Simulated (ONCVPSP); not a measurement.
**Pseudopotential generation for Rb: ONCV, PBEsol, scalar-relativistic.**

- Element: rubidium
- Generator: ONCVPSP 4.0.1
- Type: optimised norm-conserving Vanderbilt (ONCV)
- Functional: PBEsol
- Relativity: scalar-relativistic
- Frozen core: [Ar] 3d10
- Valence charge: 9
- Reference configuration: 4s2 4p6 5s1
- Partial waves: 4s+5s: rc 2.50 bohr, ncon 4, nbas 8, qcut 6 1/bohr, 2 projectors; 4p: rc 2.15 bohr, ncon 4, nbas 7, qcut 6.4 1/bohr, 2 projectors, debl 0.6 Ha; d scattering state at 0.15 Ha: rc 2.65 bohr, ncon 4, nbas 8, qcut 3.9 1/bohr, 2 projectors, debl 1.4 Ha; f scattering state at 0.17 Ha: rc 2.65 bohr, ncon 4, nbas 7, qcut 4.6 1/bohr, 1 projector
- Local potential: polynomial inside 1.35 bohr (lpopt 2, dvloc0 -1 Ha)
- Core correction: Teter function, fcfact 3.75, rcfact 1.15

All-electron outer shells of the reference configuration (PBEsol, scalar-relativistic, ld1.x):

```json
{"shell": "3d", "level (eV)": "-103.99", "outermost node (bohr)": "–", "outermost maximum (bohr)": "0.39"}
{"shell": "4s", "level (eV)": "-31.91", "outermost node (bohr)": "0.62", "outermost maximum (bohr)": "1.25"}
{"shell": "4p", "level (eV)": "-15.98", "outermost node (bohr)": "0.64", "outermost maximum (bohr)": "1.42"}
{"shell": "5s", "level (eV)": "-2.22", "outermost node (bohr)": "1.79", "outermost maximum (bohr)": "4.43"}
```

Results:

```json
{"Cutoffs needed": "9.0 Ha and 14 Ha (the cutoffs (Ha) at which the residual kinetic energy of the hardest occupied pseudo-wave falls to 1 and 0.1 mHa per electron)", "Ghost test": "no bound ghost flagged; no localised positive-energy state flagged", "Largest excitation error": "-127 meV (all-electron minus pseudo) for 4s1 4p6 5s1, out of 4 test configurations", "rms error of d²Exc/dni dnj": "3.12 mHa without and 0.55 mHa with the model core"}
```

Generation and tests took about 4.3 s on one core of a shared server CPU.
